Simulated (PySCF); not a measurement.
Stationary points of SF₆

Level of theory: PBE0/[S def2-TZVP, F def2-TZVP], no relativity, density fitting, PySCF.

Relaxations began from a few typed shapes. The search is not exhaustive: other isomers or separated fragments can lie lower, and high-lying points may rest on an excited occupation.

(1) Which is the lowest minimum found?
A. singlet Oh: S–F 1.565 Å (×6); F–S–F 90.0° (×12), F–S–F 180.0° (×3)
B. singlet D3h: S–F 1.609 Å (×6); F–S–F 79.2° (×3), F–S–F 83.7° (×6), F–S–F 134.7° (×6)

Results:

(1) A. The others lie at 335.8 (singlet D3h, a saddle point) kJ/mol above it.

Counting electrons, sulfur keeps none of its valence electrons outside its bonds, so the VSEPR class is AX6 and the expected shape is octahedral (Oh), as computed.
